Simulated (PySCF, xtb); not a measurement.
CH5FSi, SMILES C[SiH2]F.

xtb 6.7.1 with GFN2-xTB at its own geometry gives an orbital gap of 6.38 eV and a dipole moment of 1.97 D.

The structure is a stationary point at B3LYP-D3(BJ)/def2-TZVP.

What does r2SCAN/def2-TZVPD (PySCF) give? (Estimate from the structure and the level; the computed values follow.)

gap 8.13 eV (levels -8.18 and -0.04 eV), dipole 1.73 D.
